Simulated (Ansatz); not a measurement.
`N=C(F)[SiH](N)Cl`. Total charge 0; spin multiplicity 1.

```xyz
10

N     1.765    0.505   -0.332
C     0.765    0.889    0.307
F     0.785    1.993    1.092
Si   -0.877   -0.055    0.287
N    -0.705   -1.160   -0.975
Cl   -1.090   -0.846    2.179
H     2.582    1.103   -0.192
H    -2.037    0.838    0.107
H    -1.415   -1.821   -1.237
H     0.226   -1.447   -1.237
```

List the harmonic frequencies (cm⁻¹, unscaled) at PBE0-D4/def2-TZVP in Ansatz. (Best estimate.)

Computed: 49, 107, 173, 225, 257, 337, 380, 419, 497, 553, 677, 721, 844, 884, 928, 932, 1031, 1244, 1562, 1771, 2277, 3480, 3603, 3713.

Is this a minimum?

Yes, all 24 modes are real.

Give the ideal-gas thermochemistry at 298.15 K and 1 bar (rigid rotor, harmonic oscillator; point group C1, symmetry number 1).

Zero-point energy 159.5 kJ/mol; H(298) − E = 182.7 kJ/mol; entropy 370.8 J/(mol·K), of which translation 169.2, rotation 118.4, vibration 83.2; G(298) − E = 72.2 kJ/mol. Modes under 100 cm⁻¹ are hindered rotations or soft bends, so the harmonic entropy is rough.
